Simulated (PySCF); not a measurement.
**A survey of 29Si NMR shifts**

Theoretical values (PySCF): shieldings: GIAO PBE0/pcSseg-1, GFN2-xTB structure. Equivalent nuclei averaged, relativity neglected, one computed conformer, isolated molecule.

Shieldings were converted by a linear fit to measured shifts: 29Si: δ = 279.94 − 0.822σ (rms 8.9 ppm, 72 shifts, 25.8 ppm with the 6 outliers that the fit left out vs TMS, solution or neat liquid). Occasional misses reach two or three times the rms, and more in compound classes unlike the fitted ones.

Problem. Give the 29Si shifts of `O[Si]1(O[SiH3])SC[SiH2]CS1`, `CO[C@@H]1[C@H](C)[C@H]1[SiH3]`, `O[Si@@]1(O[SiH3])[SiH2]SCCS1`, `CC(C)[C@H]([SiH3])C=O`, `C=C[Si@H](C#CC)C(=C)O[SiH3]`, `[SiH3]Sc1ccon1`, `C#C[Si@@H](F)[SiH2][SiH2][SiH3]`, `CC[SiH2]C(=O)CC`.

Solution. 
```csv
compound,environment,δ (ppm)
[OH:1][Si:2]1([O:3][SiH3:4])[S:5][CH2:6][SiH2:7][CH2:8][S:9]1,"Si2: silicon bonded to 2 O, 2 S, in a 6-membered ring",-25.6
[OH:1][Si:2]1([O:3][SiH3:4])[S:5][CH2:6][SiH2:7][CH2:8][S:9]1,"Si4: silicon bonded to O, 3 H",-39.8
[OH:1][Si:2]1([O:3][SiH3:4])[S:5][CH2:6][SiH2:7][CH2:8][S:9]1,"Si7: silicon bonded to 2 C, 2 H, in a 6-membered ring",-49.5
CO[C@@H]1[C@H](C)[C@H]1[SiH3],"silicon bonded to C, 3 H",-62.3
[OH:1][Si@@:2]1([O:3][SiH3:4])[SiH2:5][S:6][CH2:7][CH2:8][S:9]1,"Si2: silicon bonded to 2 O, S, Si, in a 6-membered ring",-34.1
[OH:1][Si@@:2]1([O:3][SiH3:4])[SiH2:5][S:6][CH2:7][CH2:8][S:9]1,"Si4: silicon bonded to O, 3 H",-41.3
[OH:1][Si@@:2]1([O:3][SiH3:4])[SiH2:5][S:6][CH2:7][CH2:8][S:9]1,"Si5: silicon bonded to S, Si, 2 H, in a 6-membered ring",-63.4
CC(C)[C@H]([SiH3])C=O,"silicon bonded to C, 3 H",-59.3
[CH2:1]=[CH:2][Si@H:3]([C:4]#[C:5][CH3:6])[C:7](=[CH2:8])[O:9][SiH3:10],"Si10: silicon bonded to O, 3 H",-45.9
[CH2:1]=[CH:2][Si@H:3]([C:4]#[C:5][CH3:6])[C:7](=[CH2:8])[O:9][SiH3:10],"Si3: silicon bonded to 3 C, H",-52.6
[SiH3]Sc1ccon1,"silicon bonded to S, 3 H",-57.3
[CH:1]#[C:2][Si@@H:3]([F:4])[SiH2:5][SiH2:6][SiH3:7],"Si3: silicon bonded to C, F, Si, H",-8.3
[CH:1]#[C:2][Si@@H:3]([F:4])[SiH2:5][SiH2:6][SiH3:7],"Si7: silicon bonded to Si, 3 H",-101.4
[CH:1]#[C:2][Si@@H:3]([F:4])[SiH2:5][SiH2:6][SiH3:7],"Si5: silicon bonded to 2 Si, 2 H",-108.6
[CH:1]#[C:2][Si@@H:3]([F:4])[SiH2:5][SiH2:6][SiH3:7],"Si6: silicon bonded to 2 Si, 2 H",-112.8
CC[SiH2]C(=O)CC,"silicon bonded to 2 C, 2 H",-56.4
```

Problem. Order these by 29Si shift, lowest first.
A. CCCO[C@@H]1C[SiH2]1
B. N#C[C@@]1(F)[SiH2][C@H]1F
C. C#C[Si@H](O)O/C=C\Cl

Solution. A (-127.1 ppm, silicon bonded to 2 C, 2 H, in a 3-membered ring), B (-100.1 ppm, silicon bonded to 2 C, 2 H, in a 3-membered ring), C (-55.7 ppm, silicon bonded to C, 2 O, H).
